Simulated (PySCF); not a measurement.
H$_{3}$O$_{4}$S (SMILES O=S(O)(O)=[OH+]), charge +1, singlet, at a GFN2-xTB geometry; PySCF with PBE/STO-3G.

The PySCF input:
```python
from pyscf import gto, scf, dft

mol = gto.Mole()
mol.atom = '''
    O     0.077479   -1.166885   -0.937474
    S     0.005136   -0.077356   -0.062148
    O    -1.375528    0.544455    0.077225
    O     0.888487    1.103849   -0.431946
    O     0.402788   -0.379413    1.374147
    H    -1.934777    0.664856   -0.698823
    H     1.784693    0.957702   -0.755930
    H     0.122088   -1.200906    1.793508
'''
mol.basis = 'sto-3g'
mol.charge = 1
mol.spin = 0
mol.verbose = 4
mol.build()

mf = dft.RKS(mol)
mf.xc = 'pbe'
mf.grids.atom_grid = (150, 974)
mf.kernel()
mf.analyze()
```

Q: Write the output that PySCF gives for this input, abridged.

A: 
```
PySCF version 2.14.0

[INPUT] verbose = 4
[INPUT] num. atoms = 8
[INPUT] num. electrons = 50
[INPUT] charge = 1
[INPUT] spin (= nelec alpha-beta = 2S) = 0
[INPUT] symmetry False subgroup None
[INPUT] Mole.unit = angstrom
[INPUT] Symbol           X                Y                Z      unit          X                Y                Z       unit  Magmom
[INPUT]  1 O      0.077479000000  -1.166885000000  -0.937474000000 AA    0.146414090405  -2.205093068863  -1.771569108901 Bohr   0.0
[INPUT]  2 S      0.005136000000  -0.077356000000  -0.062148000000 AA    0.009705633376  -0.146181654092  -0.117442699189 Bohr   0.0
[INPUT]  3 O     -1.375528000000   0.544455000000   0.077225000000 AA   -2.599371196671   1.028870837150   0.145934099970 Bohr   0.0
[INPUT]  4 O      0.888487000000   1.103849000000  -0.431946000000 AA    1.678997095236   2.085972292875  -0.816259640601 Bohr   0.0
[INPUT]  5 O      0.402788000000  -0.379413000000   1.374147000000 AA    0.761159006261  -0.716986658100   2.596761484893 Bohr   0.0
[INPUT]  6 H     -1.934777000000   0.664856000000  -0.698823000000 AA   -3.656198642108   1.256395752274  -1.320584079547 Bohr   0.0
[INPUT]  7 H      1.784693000000   0.957702000000  -0.755930000000 AA    3.372580986428   1.809794488948  -1.428500669342 Bohr   0.0
[INPUT]  8 H      0.122088000000  -1.200906000000   1.793508000000 AA    0.230712883096  -2.269383441347   3.389238922216 Bohr   0.0

nuclear repulsion = 304.057979501063
number of shells = 20
number of NR pGTOs = 96
number of NR cGTOs = 32
basis = sto-3g
ecp = {}

******** <class 'pyscf.dft.rks.RKS'> ********
method = RKS
initial guess = minao
damping factor = 0
level_shift factor = 0
DIIS = <class 'pyscf.scf.diis.CDIIS'>
diis_start_cycle = 1
diis_space = 8
diis_damp = 0
SCF conv_tol = 1e-09
SCF conv_tol_grad = None
SCF max_cycles = 50
direct_scf = True
direct_scf_tol = 1e-13
XC library pyscf.dft.libxc version 7.1.2
    S. Lehtola, C. Steigemann, M. J. T. Oliveira, and M. A. L. Marques,  SoftwareX 7, 1–5 (2018)
XC functionals = pbe
    J. P. Perdew, K. Burke, and M. Ernzerhof,  Phys. Rev. Lett. 77, 3865 (1996)
    J. P. Perdew, K. Burke, and M. Ernzerhof,  Phys. Rev. Lett. 78, 1396 (1997)
    J. P. Perdew, K. Burke, and M. Ernzerhof,  Phys. Rev. Lett. 77, 3865 (1996)
    J. P. Perdew, K. Burke, and M. Ernzerhof,  Phys. Rev. Lett. 78, 1396 (1997)
radial grids:
    Treutler-Ahlrichs [JCP 102, 346 (1995); DOI:10.1063/1.469408] (M4) radial grids

becke partition: Becke, JCP 88, 2547 (1988); DOI:10.1063/1.454033
pruning grids: <function nwchem_prune>
grids dens level: 3
symmetrized grids: False
atomic radii adjust function: <function treutler_atomic_radii_adjust>
User specified grid scheme (150, 974)
small_rho_cutoff = 0
Set gradient conv threshold to 3.16228e-05
Initial guess from minao.
tot grids = 632880
init E= -693.405024062001
  HOMO = -0.398604825764659  LUMO = 0.00788021387101118  gap/eV = 11.06102
cycle= 1 E= -690.669262141997  delta_E= 2.74  |g|= 1.18  |ddm|= 4.05
  HOMO = -0.268765612699612  LUMO = -0.200266050531903  gap/eV = 1.86397
cycle= 2 E= -689.297635135759  delta_E= 1.37  |g|= 2.63  |ddm|= 5.48
  HOMO = -0.333350735264392  LUMO = -0.125257560449258  gap/eV = 5.66250
cycle= 3 E= -690.655602009204  delta_E= -1.36  |g|= 1.26  |ddm|= 4.24
  HOMO = -0.36007905002553  LUMO = -0.163237564618666  gap/eV = 5.35633
cycle= 4 E= -691.123133904485  delta_E= -0.468  |g|= 0.333  |ddm|= 2.31
  HOMO = -0.385682665848684  LUMO = -0.167658879500421  gap/eV = 5.93273
cycle= 5 E= -691.1532811061  delta_E= -0.0301  |g|= 0.0545  |ddm|= 0.394
  HOMO = -0.387701163589353  LUMO = -0.164324856979403  gap/eV = 6.07838
cycle= 6 E= -691.154148295024  delta_E= -0.000867  |g|= 0.00656  |ddm|= 0.0795
  HOMO = -0.389337166229935  LUMO = -0.165316981905129  gap/eV = 6.09590
cycle= 7 E= -691.154165224803  delta_E= -1.69e-05  |g|= 0.00065  |ddm|= 0.0127
  HOMO = -0.389233673282967  LUMO = -0.165190850637853  gap/eV = 6.09652
cycle= 8 E= -691.154165370118  delta_E= -1.45e-07  |g|= 5.17e-05  |ddm|= 0.00107
  HOMO = -0.389239187890887  LUMO = -0.16519174748712  gap/eV = 6.09664
cycle= 9 E= -691.154165370951  delta_E= -8.33e-10  |g|= 6.05e-06  |ddm|= 9.33e-05
  HOMO = -0.389238044410879  LUMO = -0.165192358067613  gap/eV = 6.09659
Extra cycle  E= -691.154165370906  delta_E= 4.5e-11  |g|= 1.38e-05  |ddm|= 3.19e-05
converged SCF energy = -691.154165370906
**** SCF Summaries ****
Total Energy =                        -691.154165370905957
Nuclear Repulsion Energy =             304.057979501063130
One-electron Energy =                -1545.694604146133315
Two-electron Energy =                  550.482459274164285
Two-electron Coulomb Energy =          611.247762182019869
DFT Exchange-Correlation Energy =      -60.765302907855620
HOMO-LUMO gap [eV] =                     6.096593657202442
**** MO energy ****
MO #1   energy= -87.7073501583426  occ= 2
MO #2   energy= -18.797183144424   occ= 2
MO #3   energy= -18.7968434681869  occ= 2
MO #4   energy= -18.7968406580525  occ= 2
MO #5   energy= -18.7127623220975  occ= 2
MO #6   energy= -8.07281846599593  occ= 2
MO #7   energy= -6.09126121759762  occ= 2
MO #8   energy= -6.08625248216972  occ= 2
MO #9   energy= -6.08625245274906  occ= 2
MO #10  energy= -1.36514358070115  occ= 2
MO #11  energy= -1.2060087504532   occ= 2
MO #12  energy= -1.20600759662222  occ= 2
MO #13  energy= -1.19138538520916  occ= 2
MO #14  energy= -0.884424604583293 occ= 2
MO #15  energy= -0.7791974260955   occ= 2
MO #16  energy= -0.779196415159946 occ= 2
MO #17  energy= -0.6091349493542   occ= 2
MO #18  energy= -0.534011701028604 occ= 2
MO #19  energy= -0.5340109468199   occ= 2
MO #20  energy= -0.451209758593229 occ= 2
MO #21  energy= -0.442847807769237 occ= 2
MO #22  energy= -0.442847022547529 occ= 2
MO #23  energy= -0.423650980157898 occ= 2
MO #24  energy= -0.389238459632861 occ= 2
MO #25  energy= -0.389238044410879 occ= 2
MO #26  energy= -0.165192358067613 occ= 0
MO #27  energy= -0.0821600053379065 occ= 0
MO #28  energy= -0.0821591980056095 occ= 0
MO #29  energy= -0.00298916874692398 occ= 0
MO #30  energy= 0.078947810639862  occ= 0
MO #31  energy= 0.0789490210917659 occ= 0
MO #32  energy= 0.145130514737165  occ= 0
 ** Mulliken pop on meta-lowdin orthogonal AOs  **
 ** Mulliken pop  **
pop of  0 O 1s            1.99990
pop of  0 O 2s            1.88304
pop of  0 O 2px           1.65652
pop of  0 O 2py           1.35800
pop of  0 O 2pz           1.46430
pop of  1 S 1s            1.99999
pop of  1 S 2s            1.99912
pop of  1 S 3s            1.31481
pop of  1 S 2px           1.99902
pop of  1 S 2py           1.99893
pop of  1 S 2pz           1.99896
pop of  1 S 3px           1.12551
pop of  1 S 3py           1.04527
pop of  1 S 3pz           1.07384
pop of  2 O 1s            1.99985
pop of  2 O 2s            1.71334
pop of  2 O 2px           1.24965
pop of  2 O 2py           1.77830
pop of  2 O 2pz           1.52948
pop of  3 O 1s            1.99985
pop of  3 O 2s            1.71334
pop of  3 O 2px           1.30387
pop of  3 O 2py           1.47355
pop of  3 O 2pz           1.78001
pop of  4 O 1s            1.99985
pop of  4 O 2s            1.71334
pop of  4 O 2px           1.75683
pop of  4 O 2py           1.50941
pop of  4 O 2pz           1.29119
pop of  5 H 1s            0.75697
pop of  6 H 1s            0.75697
pop of  7 H 1s            0.75697
 ** Mulliken atomic charges  **
charge of    0O =     -0.36175
charge of    1S =      1.44454
charge of    2O =     -0.27062
charge of    3O =     -0.27062
charge of    4O =     -0.27063
charge of    5H =      0.24303
charge of    6H =      0.24303
charge of    7H =      0.24303

WARN: System has nonzero charge 1; the dipole moment is origin-dependent.
Location of origin: [0. 0. 0.]

Dipole moment(X, Y, Z, Debye):  0.02559, -0.38574, -0.30996
```
